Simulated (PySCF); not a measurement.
bicarbonate (CHO₃), SMILES O=C([O-])O, charge -1. Geometry: PBE0-D3(BJ)/def2-SVPD. Other conformers were not sampled.

Level of theory: PBE0-D3(BJ)/def2-SVPD (PySCF).

Harmonic wavenumbers (cm⁻¹): 558, 563, 651, 842, 905, 1199, 1355, 1823, 3874. Rotational constants (GHz): 12.43, 11.63, 6.008; symmetry number 1.

Q: Work out the zero-point energy and the ideal-gas rigid-rotor harmonic-oscillator thermochemistry at 298.15 K and 1 atm.

A: ZPE = ½ Σ hcν = ½ × 11771 cm⁻¹ = 16.83 kcal/mol. H − E(el) = 19.60 kcal/mol. Entropy in cal/(mol K): translation 38.25, rotation 23.43, vibration 1.79, total 63.47. G − E(el) = 0.68 kcal/mol. Cp = 12.54 cal/(mol K).
